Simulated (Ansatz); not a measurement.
Basis-set extrapolation for `N=C1O[SiH]1N` (PBE0-D4/def2-TZVP geometry, frozen core, Ansatz 0.2.0). Multiplicity 1, RHF reference.

```
                      def2-TZVPP   def2-QZVPP
                 HF  -513.004260  -513.024127
    MP2 correlation    -0.916137    -0.983513
CCSD(T) correlation    -0.977047      not run
```

Energies in hartree. Use E(X) = E(∞) + A·exp(−7.88·√X) for Hartree–Fock and E(X) = E(∞) + B·X^(−2.97) for correlation, with X = 3 and 4, and add CCSD(T) minus MP2 of the smaller set to the MP2 limit.

Problem. What is the CCSD(T) energy at the basis-set limit?

Solution. HF limit: -513.024127 + (-0.019867) × 0.13774 = -513.02686. MP2 limit: -0.983513 + (-0.067376) × 0.74074 = -1.03342. Higher-order term: -0.977047 − (-0.916137) = -0.06091. Total: -514.12119 hartree, 367.3 kJ/mol below CCSD(T)/def2-TZVPP.
